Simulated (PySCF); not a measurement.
Computed Raman spectrum (relative Raman activity) of a molecule C₃H₆O₂Si. Coordinates come from a B3LYP-D3(BJ)/def2-SVP optimisation. Other conformers were not sampled. These are B3LYP-D3(BJ)/def2-SVP (PySCF) values and carry that method's errors. Frequencies are harmonic and unscaled.

Lines under 2 % of the strongest are left out, and lines within 2 cm⁻¹ are merged.

ν (cm⁻¹): 541 (vw), 607 (vw), 686 (w), 703 (w), 759 (w), 768 (vw), 882 (w), 987 (w), 999 (vw), 1252 (w), 1426 (w), 1442 (w), 1896 (w), 2247 (vs), 2264 (vs), 3050 (s), 3061 (s), 3118 (s), 3126 (s) (against the strongest line: vs over 80 %, s over 45 %, m over 15 %, w over 4 %, vw less)

Which molecule gave these data?
A) O=CCC(=O)[SiH3]
B) OC[Si@@H]1C=CO1
C) C1=C[SiH2]OCO1
D) O=C1CC[SiH2]O1

D, O=C1CC[SiH2]O1
